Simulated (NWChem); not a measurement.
System: TiO₂; SMILES [O]=[Ti]=[O]

Here is an NWChem input.

```
start job
memory heap 200 mb stack 900 mb global 1100 mb
geometry units angstroms noautosym nocenter noautoz
  Ti     0.000000     0.000000     0.396315
  O      1.325582     0.000000    -0.527131
  O     -1.325582     0.000000    -0.527131
end
basis spherical
  Ti library pcsseg-2
  O library pcsseg-2
end
dft
  xc b3lyp
  iterations 150
end
property
  shielding 2 1 2
end
task dft property
```

Coordinates come from a PBE0/def2-SVP optimisation.

GIAO values for the isolated, static molecule; σ is the absolute isotropic shielding.

Atoms are numbered as in the input.

Question: Give the results of this calculation. (B3LYP/pcSseg-2, GIAO.) Quantities: basis functions; σ Ti1 (ppm); σ O2 (ppm).

Answer: The number of basis functions is 145, the σ Ti1 (ppm) is -314.1 and the σ O2 (ppm) comes out as -947.9.
